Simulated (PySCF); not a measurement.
GeH₄, SMILES [GeH4]. Atoms are numbered in the order given.

```xyz
5

Ge     0.0000     0.0000     0.0000
H      0.8845    -0.8845    -0.8845
H     -0.8845    -0.8845     0.8845
H     -0.8845     0.8845    -0.8845
H      0.8845     0.8845     0.8845
```
Charge 0, spin multiplicity 1.

The structure is a stationary point at ωB97X-D3(BJ)/def2-TZVPD. The isomer is the one that the SMILES or the coordinates give; other isomers of the formula were not compared.

Two levels are set side by side: PBE/pcSseg-2 (PySCF) and HF/pcSseg-2 (PySCF). GIAO shifts against GeH4 (⁷³Ge), TMS (¹H) at the same level; non-relativistic, no solvent, atoms listed together averaged. Differences are taken from unrounded values.

```csv
quantity,HF
δ(⁷³Ge) of Ge1 (ppm),-0.4
"δ(¹H) of H2, H3, H4, H5 (ppm)",3.68
```

What does PBE give, and how far is it from HF? (The exact figures need the calculation; the answer reports its results.)


```
quantity                        PBE  PBE minus HF
-----------------------------  ----  ------------
δ(⁷³Ge) of Ge1 (ppm)           -1.8          -1.5
δ(¹H) of H2, H3, H4, H5 (ppm)  3.80          0.12
```

Rough cost on one machine, each run with all the roots and properties that it gave: HF against PBE within a factor of 2.
